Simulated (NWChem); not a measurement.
System: C3H6O; SMILES C1OCC1

```xyz
10

C      0.0000     0.0000     1.0710
C      0.0000     1.0253    -0.0699
O      0.0000     0.0000    -1.0589
C      0.0000    -1.0253    -0.0699
H      0.8945     0.0000     1.7087
H     -0.8945     0.0000     1.7087
H     -0.8952     1.6702    -0.1336
H      0.8952     1.6702    -0.1336
H      0.8952    -1.6702    -0.1336
H     -0.8952    -1.6702    -0.1336
```
Atoms are numbered in this order, from 1.

Computed with NWChem. Coordinates come from a PBE0/def2-SVP optimisation. Ions are spin-unrestricted doublets at the neutral geometry; other ion states weren't tried.

```tsv
level	vertical ionisation energy, ΔSCF (eV)	−ε(HOMO) (eV)	ΔSCF minus −ε(HOMO) (eV)
B3LYP/def2-SVP	9.49	6.71	2.78
PBE/def2-SVP	9.17	5.33	3.84
M06-2X/def2-SVP	___	___	___
LDA (Slater exchange, VWN5)/def2-SVP	9.24	5.37	3.87
PBE0/def2-SVP	9.48	6.99	2.49
```

Question: What belongs in the gaps?

Answer: 
- M06-2X/def2-SVP, vertical ionisation energy, ΔSCF (eV): 9.74
- M06-2X/def2-SVP, −ε(HOMO) (eV): 8.56
- M06-2X/def2-SVP, ΔSCF minus −ε(HOMO) (eV): 1.18
